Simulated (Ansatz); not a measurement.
`C[SiH](O)CS`, relaxed with RKS PBE-D4/def2-SVP in Ansatz 0.2.0 from a rough embedded geometry. The force threshold is 0.03 eV/Å; the program also tests the step.

Total charge 0; spin multiplicity 1.

Start:

```xyz
13

C     0.201    0.042    1.588
Si    0.367   -0.770   -0.006
O     1.887   -0.580   -0.587
C    -0.866   -0.145   -1.250
S    -0.609    1.576   -1.660
H     0.883   -0.341    2.387
H    -0.813   -0.064    2.021
H     0.405    1.164    1.558
H     0.189   -2.242    0.230
H     2.149    0.273   -0.955
H    -1.926   -0.266   -0.770
H    -0.868   -0.771   -2.126
H    -0.996    2.123   -0.429
```

```csv
step,energy (eV),largest force (eV/Å),largest move (Å)
1,-22942.7768,3.073,0.000
2,-22943.0450,1.171,0.069
3,-22943.1200,0.281,0.104
4,-22943.1306,0.181,0.081
5,-22943.1397,0.191,0.112
6,-22943.1452,0.242,0.080
7,-22943.1483,0.172,0.050
8,-22943.1499,0.076,0.059
9,-22943.1504,0.034,0.023
10,-22943.1506,0.029,0.021
```

End:

```xyz
13

C     0.127    0.022    1.736
Si    0.392   -0.790    0.057
O     1.888   -0.418   -0.618
C    -0.920   -0.165   -1.180
S    -0.450    1.509   -1.799
H     0.936   -0.268    2.437
H    -0.840   -0.293    2.182
H     0.131    1.129    1.664
H     0.316   -2.285    0.198
H     1.787    0.374   -1.189
H    -1.964   -0.162   -0.803
H    -0.905   -0.803   -2.088
H    -0.498    2.151   -0.597
```

It took 13 s on 4 threads of an Arm Neoverse V2 on a shared host, with 0.17 GiB of host memory at the peak.
